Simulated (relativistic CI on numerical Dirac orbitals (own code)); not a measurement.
Computed by Dirac-Coulomb-Breit CI, separate exchange-only KLI orbitals for each configuration, model QED, unscaled Slater integrals (own radial code, finite nucleus).

The strongest absorption lines from the ground level of an ion, among the configurations computed and to levels below about 297 eV (vacuum wavelength in Å, gf): 49.177 (0.36), 49.186 (0.56), 50.489 (1.1), 50.515 (2.1), 50.568 (3), 57.221 (0.25), 284.49 (0.24), 288.61 (0.36).

Which ion is it?
A. Na4+
B. P6+
C. P8+
D. P10+

C. P8+ has 7 electrons and the ground level 2s2 2p3 4S°_3/2; the strongest line goes to 2s2 2p2 3d 4P_5/2. The pattern of lines fixes the number of electrons, and along that sequence the line energies rise steadily with the charge (about as its square where n changes within one kind of shell, about linearly where n is kept but much faster in heavy ions where fine structure, which grows about as Z⁴, sets the gap, and irregularly where shells cross), which fixes Z. Configurations outside the model, such as inner-shell arrays, can give stronger lines. At this charge configurations can still be misplaced by up to about 7 % of their energy.
